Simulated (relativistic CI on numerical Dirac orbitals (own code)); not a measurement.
# Hyperfine structure of Ne+, mass number 21

Method of calculation: Dirac-Coulomb-Breit CI, KLI orbitals optimised for each configuration, model QED (radiative potential, 1s self-energy scaled to tabulated hydrogen-like ionisation energies), valence Slater integrals scaled by 0.85, P86 correlation energy added to each configuration (own radial code, finite nucleus).

Configurations in the expansion (outside the closed core 1s2): 2s²2p⁵, 2s2p⁶, 2s²2p⁴3s, 2s²2p⁴3p, 2s²2p⁴3d, 2s²2p⁴4s, 2s²2p⁴4p, 2s²2p⁴4d, 2s²2p⁴4f, 2s²2p³3s², 2s²2p³3s3p. Levels of other configurations are missing.

Nuclear spin I = 3/2, μ = -0.6617 μN, Q = 0.1016 b (tables of Stone and Pyykkö). The electronic factors are computed for point nuclear moments, without core polarisation; leaving it out makes A of s and p electrons in near-neutral atoms 20 to 40 % too small, and it can dominate for d and f shells.

| Level | E (cm⁻¹) | A (MHz) | B (MHz) |
| --- | --- | --- | --- |
| 2s²2p⁵ ²P°3/2 | 0.0 | -282.4 | -119 |
| 2s²2p⁵ ²P°1/2 | 763.6 | -1437 |  |
| 2s²2p⁴3s ⁴P5/2 | 216804.2 | -390.1 | 137 |
| 2s²2p⁴3s ⁴P3/2 | 217315.4 | -99.76 | -108 |
| 2s²2p⁴3s ⁴P1/2 | 217612.2 | 8.33 |  |
| 2s²2p⁴3s ²P3/2 | 221229.6 | -396.6 | 136 |
| 2s²2p⁴3s ²P1/2 | 221834.3 | -340.1 |  |
| 2s2p⁶ ²S1/2 | 237668.6 | -5910 |  |

Levels with J = 0, under 50 % of one LS term, or S terms without an open s electron are left out. Small factors come from cancelling terms and can be off by tens of per cent or more.

For a near-neutral ion this model can misplace configurations by up to about 10,000 cm⁻¹ (more where the count of f electrons changes) and terms by 10 to 25 % of their spread. Rates follow the energies as ν³ (E1, M1) or ν⁵ (E2), so they and the lifetimes can be off by large factors. The fine structure of a lone outer electron comes out too small, for d and f at times inverted, and misplaced configurations move strength between like terms. 24 of the 27 excited levels that our extract of the measured tables holds in this range could be paired (the sources list more); they are missed by 3407 cm⁻¹ on average and 20621 at most, and levels without a partner can miss by more.

Task: Give the hyperfine levels of 2s²2p⁵ ²P°1/2 relative to its centre of gravity.

Result: With K = F(F + 1) − I(I + 1) − J(J + 1), E = AK/2: F = 1: 1797, F = 2: -1078 MHz.

LS names give the leading component of a level, which can be under half, so a name can repeat, a term be missing and a line seem to break the LS rules.
